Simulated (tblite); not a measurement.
Compound: C7H5ClO3.
Z-matrix (Å and degrees, GFN2-xTB geometry), rows numbered from 1:
```
C 
C   1  1.5014
O   2  1.2080  1  124.41
C   2  1.4767  1  114.63  3  -179.95
C   4  1.3830  2  129.37  1   179.99
C   5  1.3988  4  106.17  2  -179.85
C   6  1.3848  5  105.98  4     0.00
C   7  1.4468  6  128.67  5   179.95
O   8  1.1906  7  127.14  6     0.09
Cl  8  1.7665  7  111.96  6  -179.89
O   4  1.3410  2  120.43  1     0.15
H   1  1.0862  2  109.92  3    -0.01
H   1  1.0882  2  109.70  3   120.96
H   1  1.0882  2  109.71  3  -121.01
H   5  1.0707  4  125.72  2     0.17
H   6  1.0705  5  128.23  4   179.94
```

Calculated harmonic vibrations of the isolated species, GFN2-xTB (tblite), most abundant isotopes, no scaling. The method is semi-empirical: single wavenumbers can be off by several per cent or more. One conformer, not necessarily the lowest.

Harmonic wavenumbers (cm⁻¹): 42.3, 64.9, 83.9, 106.2, 115.1, 176.7, 220.9, 318.4, 367.3, 393.2, 470.3, 521.6, 547.0, 590.0, 640.2, 652.0, 672.5, 784.1, 834.3, 865.0, 933.4, 973.3, 990.5, 999.2, 1037.8, 1101.9, 1169.3, 1256.6, 1276.9, 1366.6, 1389.1, 1434.3, 1439.8, 1443.3, 1514.6, 1739.1, 1788.8, 3025.3, 3034.8, 3066.2, 3189.1, 3198.6.

A = 1964, B = 588.0, C = 453.8 MHz; mass 171.993 u (most abundant isotopes); point group Cs, symmetry number 1.

What is the zero-point energy?

Half the sum of the wavenumbers: 22917 cm⁻¹ = 65.52 kcal/mol.

What is S at 500 K and 1 bar for an ideal gas of classical rigid rotors and harmonic oscillators?

Translation 43.93, rotation 32.34, vibration 52.22: S = 128.5 cal/(mol K).

And Cp and H(500 K) − H(0)?

Cp = 54.62 cal/(mol K), of which vibrations give 46.67 (their classical limit is 42 R = 83.5); H(500 K) − H(0) = 16.77 kcal/mol without the zero-point energy, 12.80 from vibrations.

Which modes carry the vibrational entropy at 500 K?

42.3 cm⁻¹: 6.17; 64.9 cm⁻¹: 5.32; 83.9 cm⁻¹: 4.82; 106.2 cm⁻¹: 4.35; 115.1 cm⁻¹: 4.19; 176.7 cm⁻¹: 3.35 cal/(mol K); the other 36 give 24.01 together.

Blend soft modes into free rotors: weight 1/[1 + (100 cm⁻¹/ν̃)⁴] for the oscillator and the rest for a rotor with moment μB/(μ + B), μ = h/(8π²ν), B = 10⁻⁴⁴ kg m². What vibrational entropy results?

47.31 cal/(mol K) in place of 52.22, which changes −T·S at 500 K by +2.45 kcal/mol.

What must be added to the electronic energy to get the Gibbs energy at 500 K and 1 bar?

ZPE + [H(500 K) − H(0)] − T·S = 65.52 + 16.77 − 64.24 = 18.05 kcal/mol.

How do the functions run with temperature in this model?

| T (K) | S (cal/(mol K)) | Cp (cal/(mol K)) | H − H(0) (kcal/mol) | G − H(0) (kcal/mol) | ln q(vib) |
| --- | --- | --- | --- | --- | --- |
| 50 | 62.2 | 14.8 | 0.54 | -2.57 | 0.71 |
| 100 | 74.1 | 20.1 | 1.42 | -6.00 | 2.24 |
| 298.15 | 104.4 | 38.8 | 7.24 | -23.89 | 8.01 |
| 373.15 | 113.9 | 45.4 | 10.40 | -32.08 | 10.06 |
| 750 | 153.1 | 66.7 | 32.08 | -82.78 | 19.54 |
| 1000 | 173.4 | 73.9 | 49.72 | -123.67 | 25.08 |

q(vib) and H(0) count from the zero-point level.

Hindered rotation and anharmonicity are outside this model. Other conformers, if any are populated, would add a mixing term that is left out.

Time: 0.69 s wall. Hardware: Arm Neoverse V1, one thread, shared host. This covers the Hessian and the dipole derivatives.
